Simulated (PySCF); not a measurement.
CH₆O₃Si₂. Atoms are numbered in the order given.

```xyz
12

O      0.0000     0.0000     1.3448
C      0.0000     0.0000     0.1127
Si    -1.7655     0.0000    -0.6739
O     -2.7494     0.0000     0.6613
Si     1.7655     0.0000    -0.6739
O      2.7494     0.0000     0.6613
H     -1.9340     1.2134    -1.5196
H     -1.9340    -1.2134    -1.5196
H     -2.2067     0.0000     1.4664
H      1.9340    -1.2134    -1.5196
H      1.9340     1.2134    -1.5196
H      2.2067     0.0000     1.4664
```
Charge 0, spin multiplicity 1.

Coordinates come from a ωB97X-D3(BJ)/def2-SVP optimisation. The structure was generated by enumeration, and PubChem lists no compound with its InChIKey, so it may never have been made. One conformer was computed; it need not be the lowest.

Level of theory: PBE/def2-TZVP (PySCF).

ESP charges are fitted to the potential on shells at 1.4 to 2.0 van der Waals radii. Atomic charges (e):

| atom | Löwdin | Mulliken | ESP fit |
|---|---|---|---|
| O1 | 0.12 | -0.30 | -0.30 |
| C2 | -0.49 | 0.08 | 0.03 |
| Si3 | 0.17 | 0.33 | 0.51 |
| O4 | -0.11 | -0.48 | -0.55 |
| Si5 | 0.17 | 0.33 | 0.51 |
| O6 | -0.11 | -0.48 | -0.55 |
| H7 | -0.03 | -0.03 | -0.10 |
| H8 | -0.03 | -0.03 | -0.10 |
| H9 | 0.18 | 0.32 | 0.36 |
| H10 | -0.03 | -0.03 | -0.10 |
| H11 | -0.03 | -0.03 | -0.10 |
| H12 | 0.18 | 0.32 | 0.36 |

**Question.** Give the Mayer and Wiberg (Löwdin basis) orders of the bonds. (Estimate from the structure and the level; the computed values follow.)

**Answer.** 
```
bond     Mayer  Wiberg
-------  -----  ------
O1–C2     1.83    2.61
C2–Si3    0.92    1.06
Si3–O4    1.27    1.72
C2–Si5    0.92    1.06
Si5–O6    1.27    1.72
Si3–H7    0.91    0.92
Si3–H8    0.91    0.92
O4–H9     0.85    0.98
Si5–H10   0.91    0.92
Si5–H11   0.91    0.92
O6–H12    0.85    0.98
```
